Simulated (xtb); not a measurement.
(2S)-2-fluorobutane (C₄H₉F), SMILES CC[C@H](C)F. All values are semi-empirical tight-binding results from xtb (GFN2-xTB unless named), good for trends rather than for accurate numbers. The structure is a stationary point at GFN2-xTB. The values are those of a single conformer.

```
Quantity                                        Value
--------------------------------------  -------------
orbital gap                                  12.30 eV
dipole moment                                  2.49 D
zero-point energy                       76.8 kcal/mol
G − E(el) at 298.15 K (modified RRHO)   58.2 kcal/mol
static polarisability (D4 model)           52.2 bohr³
solvation energy, GFN2-xTB/ALPB(water)  -2.5 kcal/mol
solvation energy, GFN2-xTB/ALPB(chcl3)  -5.0 kcal/mol
```

Computed IR lines (harmonic; lines under 4 % of the strongest left out, lines within 3 cm⁻¹ merged):
ν (cm⁻¹): 377 (w), 413 (w), 484 (w), 812 (w), 857 (w), 926 (m), 981 (w), 1014 (m), 1087 (s), 1114 (s), 1154 (w), 1176 (w), 1244 (w), 1287 (w), 1314 (m), 1348 (w), 1399 (m), 1494 (w), 1501 (w), 1508 (w), 2896 (s), 2980 (m), 2992 (m), 3034 (s), 3042 (vs), 3047 (s), 3062 (m) (against the strongest line: vs over 80 %, s over 45 %, m over 15 %, w over 4 %, vw less)
